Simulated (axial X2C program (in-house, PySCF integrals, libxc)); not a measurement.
Spin–orbit effects along a row: molecules with Be (ions), MP2

Calculated with an in-house all-electron X2C program for linear molecules (integrals from PySCF), spin-free (one-electron X2C) or two-component (2c: spin–orbit coupling with atomic mean-field Coulomb and Gaunt terms, which also bring small scalar terms), in Dyall basis sets with cores contracted in-house; open shells are unrestricted.

Basis sets: B dyall-v3z, Be dyall-cv3z, C dyall-v3z, F dyall-av3z, Li dyall-cv3z, O dyall-av3z. Frozen shells (counts by l): LiBe⁺ Be 1s, Li 1s, 2 electrons correlated; BeB⁺ B 1s, Be 1s, 4 electrons correlated; BeC⁺ C 1s, Be 1s, 5 electrons correlated; BeO⁺ O 1s, Be 1s, 7 electrons correlated; BeF⁺ F 1s, Be 1s, 8 electrons correlated. Where the outer core of a metal is frozen, bonds come out longer and ionisation energies lower. Frozen cores can differ along the series, which adds to the trend.

```
molecule   spin-free state  Re (Å)  ωe (cm⁻¹)  De (eV)  2c state  Re 2c (Å)  ωe 2c (cm⁻¹)  De 2c (eV)
   LiBe⁺    M_S = 0, Λ = 0   2.635      316.5     0.62     Ω = 0      2.635         316.5        0.62
    BeB⁺    M_S = 0, Λ = 0   2.207      483.8     1.75     Ω = 0      2.207         483.8        1.75
    BeC⁺  M_S = 3/2, Λ = 0   1.573     1156.9     2.68   Ω = 3/2      1.573        1156.8        2.68
    BeO⁺  M_S = 1/2, Λ = 1   1.426     1268.8     3.79   Ω = 3/2      1.427        1268.8        3.80
    BeF⁺    M_S = 0, Λ = 0   1.325     1429.3     6.30     Ω = 0      1.326        1429.3        6.29
```

Fragments in 2c: Be + Li+, B+ + Be, C + Be+, O + Be+, F + Be+. Each entry is the lowest single determinant of a limited PBE0 search at one distance. De goes to single-determinant-based atoms at the same level (for ions the charge split of lowest energy) and is withheld (n/a) where an atom does not fit its ground term or J level. Main or longest-lived isotopes. One determinant is a doubtful description, or other states lie close, for BeC⁺; these need not be ground states, and all values refer to the states named. With several unpaired electrons the Ω given is that of one determinant, not necessarily of the lowest component. Some light 2c atoms are not at their ground J level, so De misses part of their lowering (0.04 eV or less).
